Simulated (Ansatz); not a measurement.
Calculated with Ansatz (gas phase, PBE0-D4/def2-TZVP geometries, no zero-point term in ΔE). CBS: MP2 limit from def2 TZ/QZ plus the TZ coupled-cluster correction, frozen cores.

Reaction (formal exchange of groups at the Si–C bond): `[SiH3]C1N[SiH2]1` + `FC1C=C1` → `FC1C=C1[SiH3]` + `C1N[SiH2]1`

| species | MP2/CBS(def2) energy (Eh) |
| --- | --- |
| `[SiH3]C1N[SiH2]1` | -675.00278 |
| `FC1C=C1` | -215.60383 |
| `FC1C=C1[SiH3]` | -505.86920 |
| `C1N[SiH2]1` | -384.74353 |

Task: Work out ΔE.

Result: ΔE = (-505.86920) + (-384.74353) − (-675.00278) − (-215.60383) = -0.00612 Eh = -16.1 kJ/mol. CCSD(T)/CBS gives -16.0 kJ/mol.

Largest T1 diagnostic among the species: 0.013.

In def2-TZVPP, CCSD(T) changes the Hartree–Fock value by +8.3 kJ/mol (the triples alone add +1.3 kJ/mol) and MP2 by +8.3 kJ/mol. The D4 term adds +3.9 kJ/mol with B3LYP and +2.0 kJ/mol with PBE0; it sums over pairs of atoms, weighted by their polarisabilities, and B3LYP, whose exchange is more repulsive, gets the larger term.

B3LYP here is the variant with VWN-RPA as its local correlation; programs differ in this.
